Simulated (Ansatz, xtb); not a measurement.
Two isomers of C4H9NSi

We compare I, `C=C/C([SiH3])=C/N`, a singlet, with II, `C=C/C(N)=C/[SiH3]`, a singlet. Both are isolated molecules in the gas phase, relaxed with PBE-D3(BJ)/def2-SVP; the shapes shown needn't be the lowest conformers.

I (Å):

```xyz
15

C    -1.2712   -0.2944   -2.7271
C    -1.2221   -0.1219   -1.3833
C    -0.7107   -1.0608   -0.3892
C    -0.7246   -0.6790    0.9351
N    -0.2415   -1.3556    2.0195
Si   -0.0703   -2.7311   -0.9566
H    -0.9039   -1.2118   -3.2166
H    -1.6832    0.4832   -3.3864
H    -1.6073    0.8334   -0.9748
H     0.2701   -3.5836    0.2454
H     1.1787   -2.6221   -1.7914
H    -1.0984   -3.4806   -1.7616
H    -1.1402    0.3152    1.1876
H     0.0476   -2.3293    1.9127
H    -0.5255   -1.0665    2.9527
```

II (Å):

```yaml
atoms:
  - { symbol: C, position_ang: [-3.2360, -2.0733, -1.1980] }
  - { symbol: C, position_ang: [-2.3409, -1.1119, -0.8844] }
  - { symbol: C, position_ang: [-0.9258, -1.3328, -0.5334] }
  - { symbol: C, position_ang: [-0.0639, -0.2593, -0.4698] }
  - { symbol: N, position_ang: [-0.5418, -2.6500, -0.3435] }
  - { symbol: Si, position_ang: [1.7394, -0.3152, -0.0281] }
  - { symbol: H, position_ang: [-2.9558, -3.1374, -1.2543] }
  - { symbol: H, position_ang: [-4.2790, -1.8223, -1.4419] }
  - { symbol: H, position_ang: [-2.6548, -0.0557, -0.8871] }
  - { symbol: H, position_ang: [-1.2493, -3.2624, 0.0673] }
  - { symbol: H, position_ang: [0.3899, -2.7924, 0.0533] }
  - { symbol: H, position_ang: [-0.5008, 0.7185, -0.7307] }
  - { symbol: H, position_ang: [2.0283, -1.5557, 0.7907] }
  - { symbol: H, position_ang: [2.1318, 0.8897, 0.7859] }
  - { symbol: H, position_ang: [2.6625, -0.3704, -1.2219] }
```

Which of the two would you expect CCSD(T)/def2-SVP + ΔMP2/def2-TZVPP electronic energies to favour?

Too close to call at this level: CCSD(T)/def2-SVP + ΔMP2/def2-TZVPP gives E(II) − E(I) = −1.66 kcal/mol.

The same difference at several levels:

```tsv
level	geometry	E(II) − E(I) (kcal/mol)	departure from the last row (kcal/mol)	job, with rough time for the two
GFN2-xTB	GFN2-xTB	+0.26	+1.92	optimisation, 0.24 s
HF/STO-3G	GFN2-xTB	−0.47	+1.19	single point, 0.54 s
r2SCAN-D4/def2-SVP	GFN2-xTB	+0.27	+1.93	single point, 3.8 s
PBE-D3(BJ)/def2-SVP	PBE-D3(BJ)/def2-SVP	+0.65	+2.31	optimisation, 35 s
HF/def2-SVP	PBE-D3(BJ)/def2-SVP	−1.73	−0.07	part of the CCSD(T) run
MP2/def2-SVP	PBE-D3(BJ)/def2-SVP	−0.80	+0.85	part of the CCSD(T) run
CCSD(T)/def2-SVP	PBE-D3(BJ)/def2-SVP	−1.32	+0.34	single point
CCSD(T)/def2-SVP + ΔMP2/def2-TZVPP	PBE-D3(BJ)/def2-SVP	−1.66		single point, 51 s
```

As drawn, both hold the same kinds of bond in the same numbers.

PBE-D3(BJ)/def2-SVP puts the two in the other order. GFN2-xTB, HF/STO-3G, r2SCAN-D4/def2-SVP find them nearly level. The largest departure from CCSD(T)/def2-SVP + ΔMP2/def2-TZVPP is that of PBE-D3(BJ)/def2-SVP, 2.31 kcal/mol. The last row adds to CCSD(T) the change of the MP2 difference between the two basis sets, here −0.34 kcal/mol.

With thermal terms from frequencies at re-optimised GFN2-xTB minima (ideal gas, soft modes damped towards free rotors, one conformer each, 298.15 K, 1 atm): on the last row, ΔE + ΔZPE = −1.74, ΔH = −1.69, ΔG = −1.95 kcal/mol.

The correlated steps freeze 10 core orbitals. Run with Ansatz 0.2.0, xtb 6.7.1; the last row on 2 threads of Intel(R) Xeon(R) 6975P-C (Granite Rapids) on a shared host.
